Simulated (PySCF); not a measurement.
KI, SMILES [K][I].

Geometry: r2SCAN-D4/def2-TZVPD. The def2 effective core potentials stand for the cores of I; spin–orbit coupling is left out.

Two levels are set side by side: TDDFT-PBE/def2-TZVPD (PySCF) and TDDFT-B3LYP/def2-TZVPD (PySCF). Vertical, same geometry. The lowest singlet is HOMO−1→LUMO 100 % with PBE and HOMO−1→LUMO 99 % with the other functional; states are paired by order. Differences are taken from unrounded values.

```tsv
quantity	TDDFT-B3LYP	TDDFT-PBE	TDDFT-PBE minus TDDFT-B3LYP
lowest singlet excitation (eV)	2.78	2.44	-0.34
lowest triplet excitation (TDA) (eV)	2.75	2.40	-0.35
first bright state (f over 0.05) (eV)	3.23	2.92	-0.31
its oscillator strength	0.12	0.12	0.00
```

A lower first singlet is the usual sign of a functional without exact exchange. Differences between two approximate levels are no errors against the true value.

Rough cost on one machine, each run with all the roots and properties that it gave: TDDFT-B3LYP against TDDFT-PBE about 3 times.
